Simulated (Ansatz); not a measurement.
`CO[SiH](F)[SiH3]` and `CO[SiH](F)C#N` differ in one atom or group.

Ansatz, PBE0-D4/def2-TZVP geometries, multiplicity 1. Each molecule was computed in one conformer, which needn't be the lowest.

```
                                          property  `CO[SiH](F)[SiH3]`
               LUMO energy (B3LYP/def2-TZVPP) / eV               -0.27
               HOMO–LUMO gap (PBE/def2-TZVPP) / eV                6.03
             LUMO energy (ωB97M-V/def2-TZVPP) / eV                1.66
                HOMO energy (PBE0/def2-TZVPP) / eV               -8.24
size of the dipole moment (ωB97M-V/def2-TZVPP) / D                1.48
           HOMO–LUMO gap (ωB97M-V/def2-TZVPP) / eV               11.98
```

Q: What does the change do to each property? (Estimate.)

A: Computed: 
```csv
property,`CO[SiH](F)C#N`,shift
LUMO energy (B3LYP/def2-TZVPP) / eV,-1.13,-0.86
HOMO–LUMO gap (PBE/def2-TZVPP) / eV,5.99,-0.04
LUMO energy (ωB97M-V/def2-TZVPP) / eV,1.17,-0.49
HOMO energy (PBE0/def2-TZVPP) / eV,-9.48,-1.24
size of the dipole moment (ωB97M-V/def2-TZVPP) / D,2.84,1.36
HOMO–LUMO gap (ωB97M-V/def2-TZVPP) / eV,13.06,1.08
```

With PBE0 the HOMO falls by 1.24 eV and the LUMO falls by 0.80 eV, so the gap widens by about 0.44 eV. PBE moves the HOMO by -0.90 eV and ωB97M-V by -1.58 eV. The zero-point energy changes by -41.4 kJ/mol with -6 modes. Dipoles are sizes alone; their direction can turn.

B3LYP here is the variant with VWN-RPA as its local correlation; programs differ in this.
